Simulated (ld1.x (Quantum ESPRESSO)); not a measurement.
**Configuration tests for Al (TM)**

ld1.x (Quantum ESPRESSO) 7.5 input, shortened:

```
&input
   title='Al', zed=13., rel=1, dft='PBE', iswitch=3,
   config='[Ne] 3s2 3p1'
 /
 &inputp
   pseudotype=2, tm=.true., lloc=0,
   nlcc=.false.
 /
2
3P  2  1   1.00   0.00  2.60  2.60  0.0
3S  1  0   2.00   0.00  2.15  2.15  0.0
 &test
   configts(1)='3s2 3p1'
 /
```

Energies are relative to the spin-unpolarised reference configuration 3s2 3p1; without spin polarisation the order of configurations can differ from experiment.

(1) Give the all-electron excitation energy and the error of the potential for: 3s2 3p0; 3s1 3p0; 3s2 3p0.5; 3s1 3p1; 3s2 3p1.3; 3s1 3p2; 3s0 3p3.

Levels in the configuration 3s0 3p3:

```json
{"level": "3p", "all-electron (eV)": "-3.892", "pseudo (eV)": "-3.882"}
```

Answers

(1)

| valence configuration | charge | ΔE all-electron (eV) | error AE − PS (meV) |
| --- | --- | --- | --- |
| 3s2 3p0 | +1 | 5.761 | -2.1 |
| 3s1 3p0 | +2 | 24.987 | +21 |
| 3s2 3p0.5 | +0.5 | 2.086 | -0.3 |
| 3s1 3p1 | +1 | 11.571 | +11 |
| 3s2 3p1.3 | -0.3 | -0.575 | 0.0 |
| 3s1 3p2 | 0 | 5.139 | +6.8 |
| 3s0 3p3 | 0 | 10.451 | +32 |
